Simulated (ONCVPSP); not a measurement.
# Plane-wave convergence, ONCV potential for cerium (Ce)

ONCVPSP 4.0.1 input, shortened (lines: element, Z, core and valence counts, functional; n l f; lmax; l rc ep ncon nbas qcut; lloc lpopt rc5 dvloc0; l nproj debl; icmod fcfact rcfact), PBE, fully relativistic:

```
  Ce 58.00    9    5        4      upf
    1    0    2.00
    2    0    2.00
    2    1    6.00
    3    0    2.00
    3    1    6.00
    3    2   10.00
    4    0    2.00
    4    1    6.00
    4    2   10.00
    4    3    1.00
    5    0    2.00
    5    1    6.00
    5    2    1.50
    6    0    1.50
    3
    0    2.80    0.00    4    7    4.80
    1    2.45    0.00    4    7    5.30
    2    3.35    0.00    3    8    4.50
    3    1.50    0.00    4    9   12.60
    4    5    1.00    0.00
    0    3    3.50
    1    2    1.90
    2    2    3.20
    3    2    2.90
    2    0.25    1.05
```

Open shells are filled in proportion to 2j + 1.

Q: For each optimised wave give the share of its norm inside rc, the residual kinetic energy above qcut (Ha) and the cutoffs (Ha) for errors of 10, 1, 0.1 and 0.01 mHa per electron.

A:

```csv
wave,norm inside rc,residual KE,10 mHa,1 mHa,0.1 mHa,0.01 mHa
5s,0.983,1.8e-07,2.6,6.4,8.2,9.5
6s,0.116,8.8e-07,1.9,6.3,8.5,10.1
s projector 3,0.132,3.9e-04,8.2,10.3,17.9,27.9
5p j=3/2,0.862,2.2e-06,3.8,8.3,11.0,13.1
p projector 2 j=3/2,0.142,2.8e-05,4.2,10.2,12.8,19.7
5p j=1/2,0.892,1.7e-06,4.1,5.9,10.6,12.8
p projector 2 j=1/2,0.154,2.8e-05,4.4,9.4,12.7,20.1
5d j=5/2,0.656,3.4e-08,4.1,5.7,7.0,8.1
d projector 2 j=5/2,0.171,6.7e-05,6.4,8.3,9.8,20.6
5d j=3/2,0.677,4.4e-08,4.2,5.8,7.1,8.2
d projector 2 j=3/2,0.173,7.4e-05,6.5,8.4,9.9,22.4
4f j=7/2,0.794,1.8e-06,52.3,60.7,67.2,73.0
f projector 2 j=7/2,0.121,3.4e-06,54.1,63.5,70.6,76.3
4f j=5/2,0.800,1.5e-06,52.3,60.7,67.2,72.8
f projector 2 j=5/2,0.122,3.4e-06,54.2,63.5,70.7,76.4
```

The occupied waves need 61 Ha and 67 Ha for 1 and 0.1 mHa. Note: ghosts flagged at negative energy: s at -104.7 eV, p3/2 at -12.3 eV; GHOST(+) flagged for p1/2 at 3.6 eV, d5/2 at 165.4 eV, d3/2 at 181.5 eV. A true bound ghost makes a file unfit for plane-wave use. 2 of 4 tests not solved or not reliable.
